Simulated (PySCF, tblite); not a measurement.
Isomers of C4H7NOSi. All values are computed: GFN2-xTB (tblite) harmonic vibrations without scaling, gas phase. Errors from tens to a few hundred cm⁻¹ against measured bands are possible. Modes of hydrogen on silicon can be 10 to 20 % off. One conformer each.

Electronic energies: PBE0/pcSseg-1 single points on the GFN2-xTB geometries (PySCF, gas phase).

```json
{"SMILES": "C[Si@@H]1OC[C@H]1C#N", "electronic energy, lowest = 0 (kJ/mol)": "1.6"}
{"SMILES": "C#C/C=N\\[SiH2]OC", "electronic energy, lowest = 0 (kJ/mol)": "182.9"}
{"SMILES": "C=C([SiH3])OCC#N", "electronic energy, lowest = 0 (kJ/mol)": "207.9"}
{"SMILES": "C[Si@@H]1OC[C@@H]1C#N", "electronic energy, lowest = 0 (kJ/mol)": "0.0"}
{"SMILES": "CO[SiH2]/C=C\\C#N", "electronic energy, lowest = 0 (kJ/mol)": "75.6"}
```

Q: How do GFN2-xTB zero-point energies change the relative energies?

A: 
| SMILES | ZPE (kJ/mol) | of it from modes above 1550 cm⁻¹ | electronic (kJ/mol) | with ZPE, lowest = 0 (kJ/mol) | lowest mode (cm⁻¹) | rings |
| --- | --- | --- | --- | --- | --- | --- |
| C[Si@@H]1OC[C@@H]1C#N | 268.4 | 136.1 | 0.0 | 0.0 | 79 | 1 |
| C[Si@@H]1OC[C@H]1C#N | 268.6 | 136.2 | 1.6 | 1.9 | 89 | 1 |
| CO[SiH2]/C=C\C#N | 256.9 | 140.3 | 75.6 | 64.1 | 35 | 0 |
| C#C/C=N\[SiH2]OC | 253.4 | 141.4 | 182.9 | 167.9 | 32 | 0 |
| C=C([SiH3])OCC#N | 248.5 | 136.8 | 207.9 | 188.1 | 58 | 0 |

The zero-point energies span 20.1 kJ/mol, from `C=C([SiH3])OCC#N` to `C[Si@@H]1OC[C@H]1C#N`. The order is unchanged.

Q: And how do the electronic energies of GFN2-xTB itself compare?

A: `C[Si@@H]1OC[C@@H]1C#N` 0.0; `C[Si@@H]1OC[C@H]1C#N` 0.8; `CO[SiH2]/C=C\C#N` 23.7; `C#C/C=N\[SiH2]OC` 34.6; `C=C([SiH3])OCC#N` 163.9 kJ/mol, lowest = 0. Against the energies above, taken from the same isomer `C[Si@@H]1OC[C@@H]1C#N`, the largest difference is 148.3 kJ/mol.

Q: What do entropy and thermal enthalpy add at 298.15 K and 1 bar (rigid rotor, harmonic oscillator, one conformer each)?

A: 
```csv
SMILES,point group,symmetry number,S (J/(mol K)),H − H(0) (kJ/mol),ZPE + H − H(0) − TS (kJ/mol)
C[Si@@H]1OC[C@@H]1C#N,C1,1,376.8,24.53,180.6
C[Si@@H]1OC[C@H]1C#N,C1,1,375.6,24.48,181.1
CO[SiH2]/C=C\C#N,Cs,1,403.6,27.22,163.8
C#C/C=N\[SiH2]OC,C1,1,409.6,28.02,159.3
C=C([SiH3])OCC#N,Cs,1,394.4,26.52,157.5
```
